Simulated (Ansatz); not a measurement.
Reaction (formal exchange of groups at the Si–N bond): `BN[SiH2]NC` + CH₃OH → `BN[SiH2]CO` + CH₃NH₂

Program: Ansatz. Geometries: PBE0-D4/def2-TZVP. ΔE: electronic, gas phase. CBS: MP2 limit from def2 TZ/QZ plus the TZ coupled-cluster correction, frozen cores. This one scheme is used for every species. Functionals use def2-TZVPP. B3LYP here is the variant with VWN-RPA as its local correlation; programs differ in this. One conformer a species, not always the lowest.

Problem. Is it downhill or uphill in electronic energy at CCSD(T)/CBS, and by how much? (An estimate is asked.)

Solution. Computed: Uphill: ΔE = +0.84 eV.

Problem. What do these levels give: PBE-D4, r2SCAN-D4, PBE0-D4, B3LYP-D4, ωB97X-V, PBE, B3LYP, HF/def2-TZVPP, CCSD(T)/def2-TZVPP, HF/def2-QZVPP, SCS-MP2/def2-QZVPP, CCSD/CBS(def2)? (An estimate is asked.)

Solution. Ansatz gave: PBE-D4 0.74, r2SCAN-D4 0.81, PBE0-D4 0.79, B3LYP-D4 0.84, ωB97X-V 0.82, PBE 0.73, B3LYP 0.82, HF/def2-TZVPP 0.92, CCSD(T)/def2-TZVPP 0.84, HF/def2-QZVPP 0.93, SCS-MP2/def2-QZVPP 0.88, CCSD/CBS(def2) 0.85 eV.

Largest T1 diagnostic among the species: 0.012.

From PBE to PBE0 (25 % exact exchange), in def2-TZVPP and without D4, ΔE moves by +0.05 eV. In def2-TZVPP, CCSD(T) changes the Hartree–Fock value by −0.09 eV (the triples alone add −0.01 eV) and MP2 by −0.04 eV.
